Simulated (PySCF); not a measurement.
## Mayer bond orders and bond lengths

C3H7F4NSi2.
Numbering: `[F:1][SiH2:2][N:3]([SiH3:4])/[CH:5]=[CH:6]\[C:7]([F:8])([F:9])[F:10]` (hydrogens: H11, H12 on Si2; H13, H14, H15 on Si4; H16 on C5; H17 on C6)

Cartesian coordinates in Å at the GFN2-xTB level; atoms count from 1:
```xyz
17
C3H7F4NSi2 angstrom
F     -2.552   -0.495    1.545
Si    -0.957   -0.541    1.325
N     -0.746    0.177   -0.258
Si    -1.934    1.278   -0.980
C      0.324   -0.088   -1.060
C      1.579   -0.449   -0.761
C      2.210   -0.531    0.575
F      1.897   -1.632    1.301
F      3.549   -0.549    0.471
F      1.920    0.517    1.376
H     -0.657   -1.955    1.236
H     -0.436    0.273    2.403
H     -2.359    0.634   -2.226
H     -3.013    1.456   -0.027
H     -1.222    2.530   -1.248
H      0.116    0.028   -2.119
H      2.273   -0.640   -1.563
```

Bond orders from the PBE0/pcSseg-1 density (PySCF). One conformer (not necessarily the lowest) at the GFN2-xTB geometry, without solvent, vibrations or thermal averaging. GFN2-xTB frequencies show an imaginary mode (27i cm⁻¹), so this geometry is no minimum at that level.

Q: How far do the computed orders between heavy atoms stray from the drawn ones?

A: The largest departure is 0.208, at C5–C6 (drawn double, 1.792). Drawn single, order below 0.88: Si2–N3 (0.848) and N3–Si4 (0.821).

Q: Set the Mayer orders of the bonds beside their lengths.

A: 
```csv
bond,drawn as,length (Å),Mayer order
F1–Si2,single,1.610,0.899
Si2–N3,single,1.750,0.848
N3–Si4,single,1.774,0.821
N3–C5,single,1.363,1.084
C5–C6,double,1.339,1.792
C6–C7,single,1.479,1.058
C7–F8,single,1.355,0.959
C7–F9,single,1.343,0.983
C7–F10,single,1.351,0.981
Si2–H11,single,1.449,0.926
Si2–H12,single,1.448,0.921
Si4–H13,single,1.466,0.938
Si4–H14,single,1.450,0.960
Si4–H15,single,1.465,0.937
C5–H16,single,1.086,0.928
C6–H17,single,1.077,0.934
```

Bonds between the same two heavy elements. N–Si: lowest N3–Si4 (0.821, 1.774 Å), highest Si2–N3 (0.848, 1.750 Å). C–C: lowest C6–C7 (1.058, 1.479 Å), highest C5–C6 (1.792, 1.339 Å). C–F: lowest C7–F8 (0.959, 1.355 Å), highest C7–F9 and C7–F10 (0.983, 1.343 Å). Bonds named together lie within 0.004.

Q: Sum the orders of all bonds at each heavy atom with more than one neighbour and set the sums beside the valence in the SMILES.

A: Si2 3.594 (drawn 4), N3 2.753 (drawn 3), Si4 3.656 (drawn 4), C5 3.804 (drawn 4), C6 3.784 (drawn 4), C7 3.981 (drawn 4). Orders between atoms that aren't bonded are not in these sums.

Mayer orders depend on the basis set.
